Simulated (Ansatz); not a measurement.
```yaml
crystal:
  periodic: [false, false, false]
  atoms:
    - {symbol: C, position_ang: [0.717711, 0.191542, 1.652163]}
    - {symbol: C, position_ang: [-0.572857, -0.404911, 1.115220]}
    - {symbol: C, position_ang: [-0.320156, -1.731482, 0.418140]}
    - {symbol: O, position_ang: [-1.259717, 0.494061, 0.292084]}
    - {symbol: Cd, position_ang: [-0.442552, 1.127378, -1.388441]}
    - {symbol: N, position_ang: [0.391850, 1.768487, -3.093878]}
    - {symbol: H, position_ang: [0.519448, 1.150140, 2.135479]}
    - {symbol: H, position_ang: [1.428343, 0.359809, 0.831463]}
    - {symbol: H, position_ang: [1.202832, -0.469626, 2.375631]}
    - {symbol: H, position_ang: [-1.237005, -0.596843, 1.972956]}
    - {symbol: H, position_ang: [-1.254682, -2.137135, 0.025828]}
    - {symbol: H, position_ang: [0.123647, -2.468935, 1.092740]}
    - {symbol: H, position_ang: [0.374713, -1.592813, -0.421373]}
    - {symbol: H, position_ang: [0.501563, 2.776232, -3.105702]}
    - {symbol: H, position_ang: [-0.173138, 1.534096, -3.902309]}
basis:
  gaussian: {orbitals: def2-mTZVPP, fitting: {mean_field: cc-pVTZ-jkfit}}
magnetization: {spin_polarized: true, initial_magnetization: 2}
hamiltonian: {xc: {name: wB97X-V}}
output: {forces: true}
```

```sh
$ ansatz run in.yaml --threads 2 --pin off --events-out ev --progress --plain --max-ram 32768MiB --backend cpu
```

Q: How does Ansatz answer? (An estimate is asked.)

A: Ansatz gave: The input was rejected before any iteration.
```
Functional definition: wB97X-V
Error: <dir> the basis set cc-pVTZ-JKFIT has no functions for Cd
```
